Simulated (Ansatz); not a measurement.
ClCu, singlet, geometry from GFN2-xTB (such geometries of metal compounds can be far from the true shape); PBE0/cc-pVDZ in Ansatz (a quantum-chemistry and plane-wave program).

Here is a job for Ansatz.
Ansatz 0.2 input:
```yaml
crystal:
  periodic: [false, false, false]
  atoms:
    - {symbol: Cu, position_ang: [-0.00000000, -0.00000000, -0.75781346]}
    - {symbol: Cl, position_ang: [0.00000000, 0.00000000, 1.29274060]}
basis:
  gaussian:
    orbitals: cc-pVDZ
hamiltonian:
  xc: pbe0
```

The log (banner, timings and long lists left out):

```
Functional definition: PBE0
660 factors; integrals over basis functions are off by at most 3.5e-4 eV
mean field evaluation 1: about -57151.4810 eV, gradient 5.9e1 eV
mean field evaluation 2: about -57082.1783 eV, gradient 2.8e2 eV
mean field evaluation 4: about -57154.6276 eV, gradient 1.0e1 eV
mean field evaluation 8: about -57154.9270 eV, gradient 3.9e-1 eV
mean field evaluation 16: about -57154.9278 eV, gradient 1.2e-4 eV
mean field -57154.92782465 eV, -2100.4048565544 hartree, gradient 8.2e-6 eV, S^2 0.000000; 0 other end points of the search recorded, 0 dependent functions left out
reference -57154.92785338 eV, -2100.4048576103 hartree; 23, 23 occupied and 38, 38 virtual orbitals, 660 factors
Total energy: -57154.92785338 eV, -2100.4048576103 hartree
```
